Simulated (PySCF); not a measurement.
**Removing an electron from dimethyldichlorosilane**

Species: dimethyldichlorosilane, C2H6Cl2Si.
Z-matrix (Å and degrees, PBE0-D3(BJ)/def2-SVP geometry), rows numbered from 1:
```
C 
Si  1  1.8570
C   2  1.8573  1  114.78
Cl  2  2.0721  1  108.26  3   121.38
Cl  2  2.0726  1  108.69  3  -122.08
H   1  1.1008  2  110.60  3    58.15
H   1  1.0998  2  110.30  3   178.21
H   1  1.1009  2  110.18  3   -62.08
H   3  1.0998  2  110.49  1  -178.95
H   3  1.1009  2  110.46  1   -58.89
H   3  1.1009  2  110.19  1    61.19
```

Level: PBE0/def2-SVPD (PySCF). Frontier orbitals with their largest atomic shares (Löwdin; up to four atoms above 4 %):

```
orbital  ε (eV)                             main atoms
 HOMO−3   -9.46   Cl5 36 %, Cl4 36 %, Si2 12 %, C3 6 %
 HOMO−2   -9.32            Cl5 45 %, Cl4 44 %, Si2 5 %
 HOMO−1   -9.02                     Cl4 48 %, Cl5 48 %
   HOMO   -8.72                                      ?
   LUMO    0.22  Si2 22 %, Cl5 16 %, Cl4 15 %, C3 10 %
 LUMO+1    0.63   Si2 22 %, Cl4 22 %, Cl5 22 %, C3 9 %
 LUMO+2    0.90   Si2 26 %, Cl5 23 %, Cl4 23 %, C3 9 %
```

What vertical ionisation energy does ΔSCF give, and how far is −ε(HOMO) from it?

ΔSCF: 10.60 eV (1023 kJ/mol; threshold wavelength 117 nm); ⟨S²⟩ of the doublet left behind is 0.755, against 0.75 for a pure doublet. −ε(HOMO) is 8.72 eV, 1.88 eV below it. For the exact functional −ε(HOMO) would equal the first vertical ionisation energy; PBE0 (global hybrid, 25 % exact exchange) falls short of its own ΔSCF value by 18 %.

On which atoms does the HOMO lie?

Cl4 (silicon-bound chlorine) 26 %, Cl5 (silicon-bound chlorine) 25 %, C1 (Si-methyl carbon) 15 %, C3 (Si-methyl carbon) 14 %, so no atom holds as much as 40 %. The HOMO−1 lies 0.30 eV lower.

Shift the occupied levels rigidly so that −ε(HOMO) equals the ΔSCF value. What binding energies result?

The shift is +1.88 eV: HOMO 10.60, HOMO−1 10.90, HOMO−2 11.20, HOMO−3 11.34 eV. A rigid shift is only a rough guide to the deeper ionisations.

What kinetic energy would electrons from this vertical process carry with 118.2 nm light (10.49 eV)?

The photon is 0.11 eV short of the vertical value.

Geometry: PBE0-D3(BJ)/def2-SVP; no solvent, vibrations or thermal averaging.
